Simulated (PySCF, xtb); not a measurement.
In(Br)(OMe)(NH2) (CH5BrInNO), SMILES C[O][In]([NH2])[Br].

GFN2-xTB (xtb) at its own geometry gives an orbital gap of 2.63 eV and a dipole moment of 5.80 D.

The structure is a stationary point at B3LYP-D3(BJ)/def2-SVP. The def2 effective core potentials stand for the cores of In; spin–orbit coupling is left out. Other conformers were not sampled.

Task: What does ωB97X/def2-TZVP (PySCF) give? (Estimate from the structure and the level; the computed values follow.)

Result: gap 9.97 eV (levels -10.08 and -0.11 eV), dipole 3.32 D.
